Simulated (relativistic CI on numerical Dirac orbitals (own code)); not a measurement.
Calculated at this level of theory: Dirac-Coulomb-Breit CI, separate exchange-only KLI orbitals for each configuration, model QED (radiative potential, 1s self-energy scaled to tabulated hydrogen-like ionisation energies), unscaled Slater integrals (own radial code, finite nucleus).

The strongest absorption lines from the ground level of an ion, among the configurations computed and to levels below about 171 eV (vacuum wavelength in Å, gf): 87.467 (0.19), 87.643 (0.89), 88.518 (0.52), 89.629 (0.24), 90.336 (0.36), 96.724 (3.1), 102.20 (0.71), 105.15 (1.5).

(1) Which ion is it?
A. Kr IX
B. Zr XV
C. Kr XI
D. Sr XIII

Answers

(1) C. Kr XI has 26 electrons and the ground level 3s2.3p6.3d8 3F_4; the strongest line goes to 3s2.3p5.3d9 3D°_3. The pattern of lines fixes the number of electrons, and along that sequence the line energies rise steadily with the charge (about as its square where n changes within one kind of shell, about linearly where n is kept but much faster in heavy ions where fine structure, which grows about as Z⁴, sets the gap, and irregularly where shells cross), which fixes Z. Configurations outside the model, such as inner-shell arrays, can give stronger lines. At this charge energies of transitions that change n are usually good to better than 1 %, and those within a shell (Δn = 0) to a few per cent. Terms inside the open d or f shell come out 10 to 20 % too wide with unscaled integrals.

LS names give the leading component of a level, which can be under half, so a name can repeat, a term be missing and a line seem to break the LS rules.
